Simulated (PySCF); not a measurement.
An unknown gives this computed stick spectrum. Theory: PySCF 2.14.0, density-fitted response routines, TDDFT PBE0/def2-SVPD, vertical, gas phase, core orbitals frozen in the response. Geometries: PBE0-D3(BJ)/def2-SVP, one conformer each. Relativistic effects are left out although some hold elements past zinc.

```json
{"state": "S1", "λ (nm)": "217.1", "f": "0.0003"}
{"state": "S2", "λ (nm)": "187.2", "f": "0.0027"}
{"state": "S3", "λ (nm)": "181.3", "f": "0.0094"}
{"state": "S4", "λ (nm)": "172.8", "f": "0.139"}
{"state": "S5", "λ (nm)": "165.5", "f": "0.047"}
{"state": "S6", "λ (nm)": "164.4", "f": "0.0016"}
{"state": "S7", "λ (nm)": "161.7", "f": "0.010"}
{"state": "S8", "λ (nm)": "159.5", "f": "0.0014"}
{"state": "S9", "λ (nm)": "157.9", "f": "0.022"}
{"state": "S10", "λ (nm)": "152.8", "f": "0.051"}
```

Triplets computed (Tamm–Dancoff): 5.21, 5.46, 6.51, 6.74 eV.

Question: Which structure fits?
A. `O=C1CCCN1` (2-pyrrolidinone)
B. `C[O][Ge]([CH3])([CH3])[CH3]` (Ge(OMe)Me3)
C. `CCOCC#N` (ethoxyacetonitrile)

Answer: A. Its S1, at 5.71 eV, is the lowest among the candidates; the nearest of the others has S1 at 6.60 eV. S1 is HOMO→LUMO+1 (80%), HOMO-1→LUMO+1 (10%). S1 has the pattern of n→π* at C=O. At the same level the other candidates give, for their lowest levels:
- `C[O][Ge]([CH3])([CH3])[CH3]`: 188 nm (f 0.010); 170 nm (f 0.019); 167 nm (f 0.020); 167 nm (f 0.000); 163 nm (f 0.010); T1 6.47 eV; HOMO -7.28, LUMO 0.36 eV
- `CCOCC#N`: 179 nm (f 0.002); 169 nm (f 0.001); 162 nm (f 0.014); 159 nm (f 0.001); 155 nm (f 0.003); HOMO -8.42, LUMO 0.04 eV
